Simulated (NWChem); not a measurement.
Everything below was run with NWChem. System: H$_{3}$P$_{2}$, charge 0, spin multiplicity 2, at a geometry optimised with UPBE/def2-SVP. The structure started from a generated list of species. Its SCF solution wasn't tested for a lower state. Level: UTPSS/def2-TZVP.

Job file:

```
start mol
memory heap 200 mb stack 900 mb global 1100 mb
geometry units angstroms nocenter noautoz noautosym
  P      0.971535    -0.438719     0.428141
  P     -0.892682     0.319238    -0.470623
  H      1.689339     0.747891     0.015857
  H     -1.075650     1.521376     0.305356
  H     -1.796471    -0.477046     0.316015
end
basis spherical
  * library def2-tzvp
end
dft
  xc xtpss03 ctpss03
  odft
  mult 2
  semidirect memsize 60000000 filesize 0
  iterations 100
  grid fine
end
task dft energy
```

NWChem printed:

```
             Northwest Computational Chemistry Package (NWChem) 7.3.0
             --------------------------------------------------------

                                NWChem Input Module
                                -------------------

 Scaling coordinates for geometry "geometry" by  1.889725989
 (inverse scale =  0.529177249)

                             Geometry "geometry" -> ""
                             -------------------------

 Output coordinates in angstroms (scale by  1.889725989 to convert to a.u.)

  No.       Tag          Charge          X              Y              Z
 ---- ---------------- ---------- -------------- -------------- --------------
    1 P                   15.0000     0.97153500    -0.43871900     0.42814100
    2 P                   15.0000    -0.89268200     0.31923800    -0.47062300
    3 H                    1.0000     1.68933900     0.74789100     0.01585700
    4 H                    1.0000    -1.07565000     1.52137600     0.30535600
    5 H                    1.0000    -1.79647100    -0.47704600     0.31601500

 Effective nuclear repulsion energy (a.u.)      79.7487858069

            Nuclear Dipole moment (a.u.)
            ----------------------------
        X                 Y               Z
 ---------------- ---------------- ----------------
     0.0000245664     0.0000113384    -0.0000037795


 Summary of "ao basis" -> "" (spherical)
 ------------------------------------------------------------------------------
       Tag                 Description            Shells   Functions and Types
 ---------------- ------------------------------  ------  ---------------------
 *                         def2-tzvp                  on all atoms

                                 NWChem DFT Module
                                 -----------------

 Summary of "ao basis" -> "ao basis" (spherical)
 ------------------------------------------------------------------------------
       Tag                 Description            Shells   Functions and Types
 ---------------- ------------------------------  ------  ---------------------
 P                         def2-tzvp                13       37   5s5p2d1f
 H                         def2-tzvp                 4        6   3s1p

 Summary of "ao basis" -> "ao basis" (spherical)
 ------------------------------------------------------------------------------
       Tag                 Description            Shells   Functions and Types
 ---------------- ------------------------------  ------  ---------------------
 P                         def2-tzvp                13       37   5s5p2d1f
 H                         def2-tzvp                 4        6   3s1p

            General Information
            -------------------
          SCF calculation type: DFT
          Wavefunction type:  spin polarized.
          No. of atoms     :     5
          No. of electrons :    33
           Alpha electrons :    17
            Beta electrons :    16
          Charge           :     0
          Spin multiplicity:     2
          Use of symmetry is: off; symmetry adaption is: off
          Maximum number of iterations: 100
          AO basis - number of functions:    92
                     number of shells:    38
          Convergence on energy requested:  1.00D-06
          Convergence on density requested:  1.00D-05
          Convergence on gradient requested:  5.00D-04

              XC Information
              --------------
                  TPSS metaGGA Exchange Functional  1.000
             TPSS03 metaGGA Correlation Functional  1.000

             Grid Information
             ----------------
          Grid used for XC integration:  fine
          Radial quadrature: Mura-Knowles
          Angular quadrature: Lebedev.
          Tag              B.-S. Rad. Rad. Pts. Rad. Cut. Ang. Pts.
          ---              ---------- --------- --------- ---------
          P                   1.00      123          10.0       770
          H                   0.35       60          11.0       590
          Grid pruning is: on
          Number of quadrature shells:   426
          Spatial weights used:  Erf1

          Convergence Information
          -----------------------
          Convergence aids based upon iterative change in
          total energy or number of iterations.
          Levelshifting, if invoked, occurs when the
          HOMO/LUMO gap drops below (HL_TOL):  1.00D-02
          DIIS, if invoked, will attempt to extrapolate
          using up to (NFOCK): 10 stored Fock matrices.

                    Damping( 0%)  Levelshifting(0.5)       DIIS
                  --------------- ------------------- ---------------
          dE  on:    start            ASAP                start
          dE off:    2 iters        100 iters           100 iters

      Screening Tolerance Information
      -------------------------------
          Density screening/tol_rho:  1.00D-10
          AO Gaussian exp screening on grid/accAOfunc:  14
          CD Gaussian exp screening on grid/accCDfunc:  20
          XC Gaussian exp screening on grid/accXCfunc:  20
          Schwarz screening/accCoul:  1.00D-08

      Superposition of Atomic Density Guess
      -------------------------------------

 Sum of atomic energies:        -682.80165622

      Non-variational initial energy
      ------------------------------

 Total energy =    -683.140759
 1-e energy   =   -1102.951317
 2-e energy   =     340.061772
 HOMO         =      -0.166523
 LUMO         =       0.049006

------------------------------------------------------------
EAF file 0: "./mol.aoints.0" size=524288 bytes
[...]
    19      0.185379  1 P  py                57      0.180355  2 P  pz
    52      0.157414  2 P  px                 4     -0.154607  1 P  s
    42     -0.147331  2 P  s                 13      0.126942  1 P  py

 Vector   17  Occ=1.000000D+00  E=-2.017333D-01
              MO Center=  4.0D-01, -1.5D-01,  1.3D-01, r^2= 3.2D+00
   Bfn.  Coefficient  Atom+Function         Bfn.  Coefficient  Atom+Function
  ----- ------------  ---------------      ----- ------------  ---------------
    17      0.439794  1 P  pz                20      0.331067  1 P  pz
    42      0.232391  2 P  s                 54     -0.217047  2 P  pz
    57     -0.181788  2 P  pz                14      0.179382  1 P  pz
    16      0.167086  1 P  py                41      0.163174  2 P  s
     8     -0.154624  1 P  pz                19      0.129077  1 P  py

 Vector   18  Occ=0.000000D+00  E=-3.293871D-02
              MO Center=  7.7D-02, -2.2D-02,  1.6D-02, r^2= 4.8D+00
   Bfn.  Coefficient  Atom+Function         Bfn.  Coefficient  Atom+Function
  ----- ------------  ---------------      ----- ------------  ---------------
    18      0.759323  1 P  px                55      0.739587  2 P  px
    42      0.696595  2 P  s                  5     -0.531636  1 P  s
    15      0.357647  1 P  px                52      0.323366  2 P  px
    57      0.289556  2 P  pz                20      0.258013  1 P  pz
    77     -0.218846  3 H  s                 83     -0.190772  4 H  s

 Vector   19  Occ=0.000000D+00  E=-1.448961D-02
              MO Center= -2.5D-01,  3.2D-01, -1.4D-01, r^2= 4.6D+00
   Bfn.  Coefficient  Atom+Function         Bfn.  Coefficient  Atom+Function
  ----- ------------  ---------------      ----- ------------  ---------------
    83      1.018613  4 H  s                 77      0.768522  3 H  s
    56     -0.753652  2 P  py                 5     -0.706905  1 P  s
    42     -0.356342  2 P  s                 19     -0.351290  1 P  py
    55      0.327030  2 P  px                20      0.315928  1 P  pz
    57     -0.263630  2 P  pz                53     -0.239836  2 P  py

 Vector   20  Occ=0.000000D+00  E=-1.002380D-02
              MO Center= -3.9D-01,  7.4D-02, -1.1D-01, r^2= 4.7D+00
   Bfn.  Coefficient  Atom+Function         Bfn.  Coefficient  Atom+Function
  ----- ------------  ---------------      ----- ------------  ---------------
    89      1.080186  5 H  s                 56      0.702180  2 P  py
    77      0.658364  3 H  s                 42     -0.566415  2 P  s
    55      0.510021  2 P  px                19     -0.487096  1 P  py
    18     -0.400715  1 P  px                 5     -0.341648  1 P  s
    57     -0.331925  2 P  pz                83     -0.222205  4 H  s

                     DFT Final Beta Molecular Orbital Analysis
                     -----------------------------------------

 Vector   14  Occ=1.000000D+00  E=-3.226201D-01
              MO Center= -8.4D-04,  2.5D-02,  1.2D-02, r^2= 3.0D+00
   Bfn.  Coefficient  Atom+Function         Bfn.  Coefficient  Atom+Function
  ----- ------------  ---------------      ----- ------------  ---------------
    52      0.291749  2 P  px                15     -0.253941  1 P  px
    76     -0.191951  3 H  s                 88     -0.189102  5 H  s
    49      0.127819  2 P  px                77     -0.119644  3 H  s
    55      0.117243  2 P  px                43     -0.115474  2 P  px
    89     -0.115611  5 H  s                 87     -0.114958  5 H  s

 Vector   15  Occ=1.000000D+00  E=-2.889506D-01
              MO Center=  1.8D-01, -2.8D-02,  5.5D-02, r^2= 3.2D+00
   Bfn.  Coefficient  Atom+Function         Bfn.  Coefficient  Atom+Function
  ----- ------------  ---------------      ----- ------------  ---------------
     5      0.268903  1 P  s                  4      0.264420  1 P  s
    54      0.233289  2 P  pz                41     -0.220905  2 P  s
    42     -0.203326  2 P  s                 16     -0.200293  1 P  py
    17      0.177619  1 P  pz                 3     -0.168520  1 P  s
    76     -0.154329  3 H  s                 82      0.141320  4 H  s

 Vector   16  Occ=1.000000D+00  E=-2.386887D-01
              MO Center= -2.0D-02, -1.0D-01, -1.6D-01, r^2= 3.4D+00
   Bfn.  Coefficient  Atom+Function         Bfn.  Coefficient  Atom+Function
  ----- ------------  ---------------      ----- ------------  ---------------
    54      0.310503  2 P  pz                16      0.243119  1 P  py
     5     -0.237189  1 P  s                 57      0.226196  2 P  pz
    42     -0.194673  2 P  s                 15     -0.187559  1 P  px
    19      0.164816  1 P  py                41     -0.156809  2 P  s
     4     -0.150516  1 P  s                 52      0.147834  2 P  px

 Vector   17  Occ=0.000000D+00  E=-1.409748D-01
              MO Center=  6.6D-01, -2.6D-01,  2.7D-01, r^2= 2.9D+00
   Bfn.  Coefficient  Atom+Function         Bfn.  Coefficient  Atom+Function
  ----- ------------  ---------------      ----- ------------  ---------------
    20      0.403702  1 P  pz                17      0.397831  1 P  pz
    42      0.195078  2 P  s                 19      0.185908  1 P  py
    14      0.181532  1 P  pz                16      0.177010  1 P  py
     8     -0.155522  1 P  pz                57     -0.132580  2 P  pz
    54     -0.128301  2 P  pz                83     -0.118790  4 H  s

 Vector   18  Occ=0.000000D+00  E=-2.528706D-02
              MO Center=  1.1D-01, -3.7D-02,  3.7D-02, r^2= 4.8D+00
   Bfn.  Coefficient  Atom+Function         Bfn.  Coefficient  Atom+Function
  ----- ------------  ---------------      ----- ------------  ---------------
    18      0.783601  1 P  px                55      0.734193  2 P  px
    42      0.707128  2 P  s                  5     -0.475982  1 P  s
    15      0.356064  1 P  px                52      0.304324  2 P  px
    57      0.299307  2 P  pz                77     -0.298883  3 H  s
    20      0.242952  1 P  pz                83     -0.242633  4 H  s

 Vector   19  Occ=0.000000D+00  E=-7.858609D-03
              MO Center= -5.6D-01,  3.7D-01, -2.4D-01, r^2= 4.1D+00
   Bfn.  Coefficient  Atom+Function         Bfn.  Coefficient  Atom+Function
  ----- ------------  ---------------      ----- ------------  ---------------
    83      1.078537  4 H  s                 56     -0.955013  2 P  py
     5     -0.616111  1 P  s                 77      0.505721  3 H  s
    89     -0.351873  5 H  s                 20      0.301650  1 P  pz
    53     -0.288637  2 P  py                55      0.240561  2 P  px
    82      0.180421  4 H  s                 19     -0.169798  1 P  py

   alpha - beta orbital overlaps
   -----------------------------

   alpha      1      2      3      4      5      6      7      8      9     10
    beta      1      2      3      4     10      5      6      7      8      9
 overlap   1.000  1.000  1.000  1.000  0.929  0.970  0.974  0.997  0.976  0.959

   alpha     11     12     13     14     15     16     17     18     19     20
    beta     11     12     13     14     15     16     17     18     19     20
 overlap   0.994  0.993  0.999  0.997  0.990  0.980  0.973  0.996  0.951  0.952

   alpha     21     22     23     24     25     26     27     28     29     30
    beta     21     22     23     25     24     26     27     28     29     30
 overlap   0.988  0.989  0.688  0.683  0.657  0.848  0.947  0.911  0.892  0.850

   alpha     31     32     33     34     35     36     37     38     39     40
    beta     31     32     33     34     35     36     37     38     39     40
 overlap   0.876  0.976  0.987  0.986  0.991  0.993  0.990  0.987  0.993  0.972

   alpha     41     42     43     44     45     46     47     48     49     50
    beta     41     42     43     44     45     46     47     48     50     49
 overlap   0.973  0.999  0.988  0.980  0.969  0.862  0.948  0.834  0.811  0.756

   alpha     51     52     53     54     55     56     57     58     59     60
    beta     51     52     53     54     55     56     57     58     59     60
 overlap   0.912  0.972  0.958  0.984  0.975  0.992  0.991  0.991  0.993  0.978

   alpha     61     62     63     64     65     66     67     68     69     70
    beta     61     62     63     64     65     66     67     68     69     70
 overlap   0.927  0.929  0.961  0.990  0.997  0.997  0.990  0.992  0.999  0.997

   alpha     71     72     73     74     75     76     77     78     79     80
    beta     71     72     73     74     75     76     77     78     79     80
 overlap   0.996  0.999  0.999  1.000  0.998  0.998  0.998  0.998  0.993  0.970

   alpha     81     82     83     84     85     86     87     88     89     90
    beta     81     82     83     84     85     86     87     88     89     90
 overlap   0.975  0.975  0.972  0.997  0.993  0.995  0.992  0.996  1.000  1.000

   alpha     91     92
    beta     91     92
 overlap   1.000  1.000

     --------------------------
     Expectation value of S2:
     --------------------------
      <S2> =      0.7568 (Exact =     0.7500)

 center of mass
 --------------
 x =   0.03636690 y =  -0.05510373 z =  -0.01959250

 moments of inertia (a.u.)
 ------------------
          88.971580281324          76.794288406999         -89.394566931698
          76.794288406999         263.953358513702          36.292228175907
         -89.394566931698          36.292228175907         262.035788130045

     Multipole analysis of the density
     ---------------------------------

     L   x y z        total         alpha         beta         nuclear
     -   - - -        -----         -----         ----         -------
     0   0 0 0     -0.000000    -17.000000    -16.000000     33.000000

     1   1 0 0     -0.167993     -0.755811      0.587793      0.000025
     1   0 1 0      0.259236      0.358242     -0.099017      0.000011
     1   0 0 1      0.120868     -0.211841      0.332713     -0.000004

     2   2 0 0    -20.425484    -72.297469    -67.221647    119.093632
     2   1 1 0      0.885063     19.551108     17.702248    -36.368292
     2   1 0 1     -0.783868    -21.944581    -20.519606     41.680318
     2   0 2 0    -20.749619    -24.936683    -22.657725     26.844789
     2   0 1 1      0.390803      8.534057      8.803046    -16.946301
     2   0 0 2    -22.458006    -24.537643    -20.293867     22.373504

 Task  times  cpu:       28.5s     wall:       28.5s

 Total times  cpu:       28.5s     wall:       28.5s
```
